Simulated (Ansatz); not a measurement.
Energy profile

The step: Si₂H₅F ([F][SiH2][SiH3]) + H₂ → Si₂H₆ ([SiH3][SiH3]) + HF; bonds formed: Si1–H7, F2–H6; bonds broken: Si1–F2, H6–H7 (atoms numbered as in the saddle structure below).

| atom | x (Å) | y (Å) | z (Å) |
| --- | --- | --- | --- |
| Si1 | -0.0798 | -0.8552 | 0.1985 |
| F2 | 1.7376 | -0.5090 | -0.4841 |
| H3 | -0.1973 | -2.0198 | -0.7048 |
| H4 | -1.0306 | -1.1753 | 1.3172 |
| Si5 | -0.6878 | 1.2857 | -0.5110 |
| H6 | 1.6413 | -0.8620 | 0.6877 |
| H7 | 1.0757 | -1.1143 | 1.4170 |
| H8 | -0.1012 | 2.2714 | 0.4364 |
| H9 | -0.1884 | 1.5621 | -1.8807 |
| H10 | -2.1694 | 1.4164 | -0.4763 |

Electronic energies by CCSD(T) at an estimated basis limit (MP2 extrapolated from triple and quadruple zeta, plus CCSD(T) − MP2 in triple zeta), on PBE0-D4/def2-TZVP structures; Si$_{2}$H$_{7}$F, closed shell; no counterpoise correction. Program: Ansatz 0.2.0. Basis: def2-TZVPP and def2-QZVPP. Cores are frozen in the correlated methods. Extrapolation: Hartree–Fock as exp(−7.88 √X), correlation as X^−2.97.

Question: Give the profile in kJ/mol, counted from the separated reactants. (An estimate is asked for; the value comes from the calculation.)

Answer: By the calculation:
```json
{"point": "separated: Si$_{2}$H$_{5}$F (linked as [F][SiH2][SiH3]; Si1, F2, H3, H4, Si5, H8, H9, H10; singlet) + H$_{2}$ (H6, H7; singlet)", "kJ/mol": "0.0"}
{"point": "start structure", "kJ/mol": "-1.9"}
{"point": "saddle", "kJ/mol": "241.8"}
{"point": "end structure", "kJ/mol": "89.9"}
{"point": "separated: Si$_{2}$H$_{6}$ (linked as [SiH3][SiH3]; Si1, H3, H4, Si5, H7, H8, H9, H10; singlet) + HF (F2, H6; singlet)", "kJ/mol": "96.7"}
```

The T1 diagnostic stays at or below 0.015.

For scale, one of the runs: CCSD(T)/def2-TZVPP, 213 basis functions, launched by `ansatz run in.yaml --threads 4 --pin off --events-out ev --progress --plain --max-ram 9574MiB`. Hardware: 4 CPU threads of an Arm Neoverse V1, shared host. Wall time 39 s; peak host memory 2.9 GiB.
